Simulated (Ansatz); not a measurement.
Consider the substitution at a C–C bond: `CCC#CCCCC` + `O=C(O)C(F)(F)F` → `CCOC(=O)C(F)(F)F` + `CCC#CCC`.

Computed with Ansatz on PBE0-D4/def2-TZVP structures; ΔE is electronic, products minus reactants. CCSD(T)/CBS adds triple-zeta CCSD(T) − MP2 to the extrapolated MP2 energy (def2 sets, frozen cores). Each species was taken in one conformer, which may not be the lowest.

`CCC#CCCCC`:

Cartesian coordinates in Å:
```
C -0.396 -1.394 -2.994
C -1.742 -0.968 -2.414
C -1.626 -0.395 -1.082
C -1.502 0.072 0.020
C -1.327 0.649 1.344
C 0.081 1.199 1.579
C 1.163 0.136 1.520
C 2.555 0.705 1.731
H -0.525 -1.818 -3.992
H 0.280 -0.541 -3.067
H 0.078 -2.145 -2.360
H -2.417 -1.830 -2.375
H -2.219 -0.240 -3.079
H -1.552 -0.111 2.102
H -2.062 1.449 1.486
H 0.101 1.690 2.559
H 0.288 1.975 0.835
H 0.957 -0.629 2.278
H 1.111 -0.372 0.552
H 2.639 1.199 2.703
H 2.797 1.446 0.964
H 3.318 -0.076 1.690
```

`O=C(O)C(F)(F)F`:

Z-matrix (Å, degrees):
```
C
F 1 1.320
C 1 1.545 2 110.3
F 1 1.332 2 108.7 3 121.1
F 1 1.332 2 108.7 3 -121.1
O 3 1.328 1 109.9 2 179.7
O 3 1.191 1 123.5 2 -0.3
H 6 0.968 3 107.7 1 180.0
```

`CCOC(=O)C(F)(F)F`:

Cartesian coordinates in Å:
```
C 0.694 1.380 -1.398
C -0.606 1.075 -0.699
O -0.623 -0.279 -0.205
C -0.061 -0.482 0.971
O 0.446 0.328 1.687
C -0.148 -1.983 1.329
F 0.392 -2.207 2.514
F 0.502 -2.714 0.422
F -1.418 -2.388 1.357
H 1.531 1.342 -0.701
H 0.874 0.673 -2.210
H 0.651 2.385 -1.823
H -1.454 1.119 -1.382
H -0.780 1.751 0.139
```

`CCC#CCC`:

Cartesian coordinates in Å:
```
C 0.394 2.482 1.034
C 1.322 1.277 1.159
C 0.808 0.095 0.485
C 0.364 -0.871 -0.079
C -0.196 -2.023 -0.768
C -1.538 -1.724 -1.431
H -0.584 2.263 1.467
H 0.815 3.346 1.552
H 0.244 2.748 -0.014
H 2.307 1.525 0.748
H 1.486 1.044 2.217
H -0.311 -2.847 -0.055
H 0.518 -2.373 -1.522
H -2.272 -1.403 -0.690
H -1.435 -0.925 -2.168
H -1.923 -2.612 -1.936
```

```csv
species,CCSD/def2-SVP energy (Eh)
`CCC#CCCCC`,-312.02631
`O=C(O)C(F)(F)F`,-525.14014
`CCOC(=O)C(F)(F)F`,-603.45661
`CCC#CCC`,-233.70044
```

Problem. Work out ΔE.

Solution. ΔE = (-603.45661) + (-233.70044) − (-312.02631) − (-525.14014) = 0.00940 Eh = +5.9 kcal/mol. CCSD(T)/CBS gives +6.3 kcal/mol.

Largest T1 diagnostic among the species: 0.014.

From r2SCAN to r2SCAN0 (25 % exact exchange), in def2-TZVPP and without D4, ΔE moves by +0.7 kcal/mol. In def2-TZVPP, CCSD(T) changes the Hartree–Fock value by +2.4 kcal/mol (the triples alone add −0.1 kcal/mol) and MP2 by +3.7 kcal/mol. The D4 term adds +0.8 kcal/mol with B3LYP and +0.4 kcal/mol with PBE0; it sums over pairs of atoms, weighted by their polarisabilities, and B3LYP, whose exchange is more repulsive, gets the larger term.

B3LYP here is the variant with VWN-RPA as its local correlation; programs differ in this.
